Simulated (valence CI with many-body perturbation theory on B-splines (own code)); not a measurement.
The numbers below are computed, except where a source is named.
Level structure of I⁴⁷⁺

Method: valence CI with perturbative core correlation (CI+MBPT): four valence electrons over a frozen Dirac-Fock core [He], a basis of 11 s, 11 p, 10 d, 8 f, 5 g, 2 h functions for each j, with the one-electron correlation potential Σ1 (screened to all orders), the two-electron term Σ2, the three-electron term Σ3, Breit, model QED; selected single and double excitations, second order for the rest, scaled by the run's own slope (own B-spline code, finite nucleus).

No measured spectrum was set against this ion. As an estimate, large intervals hold to a few tenths of a per cent, small ones and those within an open d or f shell to about a per cent. Among the levels kept, up to 870 cm⁻¹ of a level comes from second order outside the variational space, and about a tenth of that is noise between levels of different J, which matters for small intervals.

Levels 91 to 135 of 208, with energies above the lowest level, (2s^2 2p1/2^2) J=0. "Leading %" is the weight of the configuration and term that name the level; weights of strongly mixed levels are sums over their largest components and can fall short. In the jj column 3d3/2^4 stands for four electrons in 3d with j = 3/2.

```csv
No.,Configuration,Term,J,E (eV),Leading %,Leading jj,Second component,g
91,2s.2p2.3d,3F,2,5519.5,26,2s 2p1/2 2p3/2 3d5/2 (95 %),25 % 2s.2p2.3d 5D,1.261
92,2s.2p2.3p,3P°,0,5520.2,82,2s 2p1/2 2p3/2 3p3/2 (99 %),18 % 2s.2p2.3p 1S°,
93,2s.2p2.3p,1D°,2,5520.6,38,2s 2p1/2 2p3/2 3p3/2 (95 %),33 % 2s.2p2.3p 3D°,1.125
94,2s.2p2.3d,3D,2,5524.0,28,2s 2p1/2 2p3/2 3d3/2 (94 %),28 % 2s.2p2.3d 5P,1.383
95,2s.2p2.3p,3P°,1,5527.0,53,2s 2p1/2 2p3/2 3p3/2 (97 %),24 % 2s.2p2.3p 1P°,1.206
96,2s.2p2.3d,5P,1,5527.4,33,2s 2p1/2 2p3/2 3d3/2 (92 %),26 % 2s.2p2.3d 3P,1.805
97,2s.2p2.3d,3F,3,5529.7,46,2s 2p1/2 2p3/2 3d5/2 (62 %),19 % 2s.2p2.3d 5D,1.244
98,2s.2p2.3d,3D,1,5532.2,33,2s 2p1/2 2p3/2 3d5/2 (90 %),20 % 2s.2p2.3d 3P,1.089
99,2s.2p2.3d,3G,5,5533.4,55,2s 2p1/2 2p3/2 3d5/2 (98 %),45 % 2s.2p2.3d 5F,1.277
100,2p3.3s,3P°,2,5544.0,36,2p1/2^2 2p3/2 3s (80 %),25 % 2p3.3s 5S°,1.485
101,2s.2p2.3d,3F,2,5547.8,43,2s 2p1/2 2p3/2 3d5/2 (62 %),37 % 2s.2p2.3d 3P,1.089
102,2s.2p2.3d,3D,3,5551.5,53,2s 2p1/2 2p3/2 3d5/2 (91 %),25 % 2s.2p2.3d 1F,1.240
103,2p3.3s,1P°,1,5551.7,24,2p1/2^2 2p3/2 3s (82 %),24 % 2p3.3s 3D°,1.205
104,2s.2p2.3d,3F,4,5557.6,54,2s 2p1/2 2p3/2 3d5/2 (87 %),28 % 2s.2p2.3d 1G,1.192
105,2s.2p2.3d,3D,1,5561.2,59,2s 2p1/2 2p3/2 3d5/2 (83 %),12 % 2s.2p2.3d 3P,0.861
106,2s.2p2.3d,3G,3,5561.9,52,2s 2p1/2 2p3/2 3d3/2 (96 %),19 % 2s.2p2.3d 3F,0.907
107,2s.2p2.3d,3P,0,5568.1,76,2s 2p1/2 2p3/2 3d5/2 (92 %),20 % 2s.2p2.3d 1S,
108,2s.2p2.3d,3D,1,5568.6,58,2s 2p1/2 2p3/2 3d3/2 (92 %),17 % 2s.2p2.3d 1P,0.676
109,2s.2p2.3d,3F,2,5569.3,39,2s 2p1/2 2p3/2 3d3/2 (63 %),22 % 2s.2p2.3d 3D,0.950
110,2s.2p2.3d,1D,2,5576.5,34,2s 2p1/2 2p3/2 3d3/2 (74 %),16 % 2s.2p2.3d 3F,1.018
111,2s.2p2.3d,1P,1,5582.8,40,2s 2p1/2 2p3/2 3d3/2 (70 %),21 % 2s.2p2.3d 3P,1.064
112,2s.2p2.3d,3P,0,5588.0,60,2s 2p1/2 2p3/2 3d3/2 (94 %),38 % 2s.2p2.3d 1S,
113,2s.2p2.3d,3D,3,5589.8,41,2s 2p1/2 2p3/2 3d5/2 (95 %),28 % 2s.2p2.3d 3F,1.222
114,2s.2p2.3d,3F,4,5593.1,41,2s 2p1/2 2p3/2 3d5/2 (99 %),34 % 2s.2p2.3d 3G,1.112
115,2p3.3p,5P,1,5593.7,19,2p1/2^2 2p3/2 3p1/2 (79 %),18 % 2p3.3p 3P,1.414
116,2p3.3p,3D,2,5597.1,16,2p1/2^2 2p3/2 3p1/2 (67 %),13 % 2p3.3p 3F,1.191
117,2s.2p2.3d,3P,2,5602.7,37,2s 2p1/2 2p3/2 3d5/2 (87 %),21 % 2s.2p2.3d 3F,1.175
118,2s.2p2.3d,1F,3,5603.1,41,2s 2p1/2 2p3/2 3d5/2 (96 %),33 % 2s.2p2.3d 3F,1.068
119,2s.2p2.3d,3P,1,5603.3,49,2s 2p1/2 2p3/2 3d5/2 (94 %),25 % 2s.2p2.3d 3S,1.467
120,2s.2p2.3d,3D,2,5605.7,49,2s 2p1/2 2p3/2 3d5/2 (96 %),19 % 2s.2p2.3d 1D,1.142
121,2s.2p2.3s,5P,3,5621.0,54,2s 2p3/2^2 3s (96 %),43 % 2s.2p2.3s 3D,1.498
122,2s.2p2.3s,3P,2,5638.0,51,2s 2p3/2^2 3s (98 %),22 % 2s.2p2.3s 1D,1.325
123,2p3.3p,3P,1,5683.9,35,2p1/2^2 2p3/2 3p3/2 (93 %),22 % 2p3.3p 1P,1.388
124,2p3.3p,3D,3,5684.0,46,2p1/2^2 2p3/2 3p3/2 (96 %),28 % 2p3.3p 5P,1.347
125,2s.2p2.3p,3P°,2,5690.4,29,2s 2p3/2^2 3p1/2 (98 %),21 % 2s.2p2.3p 5P°,1.537
126,2s.2p2.3p,3D°,3,5693.8,44,2s 2p3/2^2 3p1/2 (98 %),17 % 2s.2p2.3p 5D°,1.291
127,2s.2p2.3s,3S,1,5695.4,65,2s 2p3/2^2 3s (96 %),20 % 2s.2p2.3s 3P,1.902
128,2s.2p2.3s,3P,2,5699.7,36,2s 2p3/2^2 3s (59 %),12 % 2p3.3p 3P,1.353
129,2s.2p2.3s,1P,1,5700.7,47,2s 2p3/2^2 3s (95 %),26 % 2s.2p2.3s 3D,1.013
130,2s.2p2.3s,3P,2,5704.8,27,2p1/2^2 2p3/2 3p3/2 (57 %),15 % 2p3.3p 3P,1.346
131,2s.2p2.3s,1S,0,5713.6,67,2s 2p3/2^2 3s (93 %),27 % 2s.2p2.3s 3P,
132,2p3.3p,3P,0,5720.5,68,2p1/2^2 2p3/2 3p3/2 (92 %),25 % 2p3.3p 1S,
133,2p3.3d,3D°,2,5734.5,32,2p1/2^2 2p3/2 3d3/2 (96 %),20 % 2p3.3d 3F°,1.035
134,2p3.3d,3F°,3,5739.8,27,2p1/2^2 2p3/2 3d3/2 (93 %),20 % 2p3.3d 3D°,1.123
135,2p3.3d,3D°,1,5742.7,30,2p1/2^2 2p3/2 3d3/2 (96 %),28 % 2p3.3d 5D°,1.133
```
